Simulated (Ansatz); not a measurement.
A nudged elastic band was laid between two geometries of CH8BFSi2 (13 atoms, charge 0, multiplicity 1).

Theory: RKS PBE-D4/def2-SVP in Ansatz 0.2.0.

* movable images: 7
* climbing image: yes
* spring: 5.0 eV/Å²
* optimiser: quadratic models (default)
* start path: through a guess of the saddle point
* force threshold: 0.03 eV/Å
* iteration limit: 60
* end points: relaxed

Image 0:

```xyz
13
Properties=species:S:1:pos:R:3
C -2.073 0.529 0.947
Si -0.186 0.553 0.964
F 0.331 -0.752 1.842
B 0.592 0.475 -0.883
Si 1.754 -1.089 -1.384
H -2.463 -0.349 0.394
H -2.465 1.448 0.466
H -2.461 0.484 1.985
H 0.306 1.779 1.698
H 0.383 1.395 -1.654
H 2.130 -1.210 -2.838
H 1.143 -2.392 -0.934
H 3.030 -0.907 -0.588
```

Image 8:

```xyz
13
Properties=species:S:1:pos:R:3
C -2.040 0.099 0.421
Si -0.304 0.407 1.041
F -0.196 -0.419 2.453
B 1.197 1.064 0.095
Si 1.311 -0.729 -0.976
H -2.193 -0.989 0.253
H -2.218 0.637 -0.529
H -2.787 0.424 1.175
H 2.240 1.179 0.714
H 0.861 1.867 -0.764
H 0.190 -0.921 -1.970
H 1.354 -2.000 -0.154
H 2.605 -0.655 -1.743
```

(1) What changes between the two ends?

(2) Give the energies along the band, and the barrier.

(3) What is the geometry of the highest image?

## Answers

(1) Bonds broken: Si2–H9. Bonds formed: B4–H9.

(2) It converged. The highest image is number 3 of 0 to 8, 0.119 eV above the first end and 0.576 eV above the last; the last end lies 0.458 eV below the first. The profile has 2 maxima (images 3, 5) with wells between them (image 4): this band takes more than one step, which may be the mechanism or a detour left from its start path. A vibrational analysis at the climbing image gives one clearly imaginary mode, 269i cm⁻¹: a first-order saddle point. The orbitals stay closed-shell, which can raise the energy where a bond breaks towards radicals; this wasn't checked here.

```
image  path coordinate (Å)  energy (eV)  Si2–H9 (Å)  B4–H9 (Å)
    0                 0.00        0.000        1.51       2.91
    1                 1.17        0.012        1.51       2.87
    2                 2.34        0.031        1.52       2.77
    3                 3.50        0.119        1.57       2.15
    4                 4.88       -0.359        1.86       1.32
    5                 6.26       -0.311        2.06       1.28
    6                 7.63       -0.323        2.50       1.23
    7                 9.01       -0.414        2.65       1.22
    8                10.38       -0.458        2.68       1.22
```

(3) 
```xyz
13
Properties=species:S:1:pos:R:3:forces:R:3
C -2.278 0.788 0.985 0.00 0.00 0.00
Si -0.619 -0.019 0.666 -0.01 0.00 0.00
F -0.589 -1.461 1.458 0.00 0.00 0.00
B 0.578 0.269 -0.820 0.00 0.00 -0.01
Si 2.153 -0.920 -1.207 0.00 0.00 0.00
H -3.090 0.215 0.494 0.00 0.00 0.00
H -2.280 1.818 0.574 0.00 0.00 0.00
H -2.496 0.834 2.070 0.00 0.00 0.00
H 0.536 0.868 1.241 0.00 0.00 0.00
H 0.471 1.365 -1.343 0.00 0.00 0.00
H 1.789 -1.641 -2.487 0.00 0.00 0.00
H 2.402 -1.968 -0.155 0.00 0.00 0.00
H 3.443 -0.183 -1.461 0.00 0.00 0.00
```

Time of the run: 6.3 min on 2 threads of Arm Neoverse V1, on a shared host, peak memory 0.24 GiB.
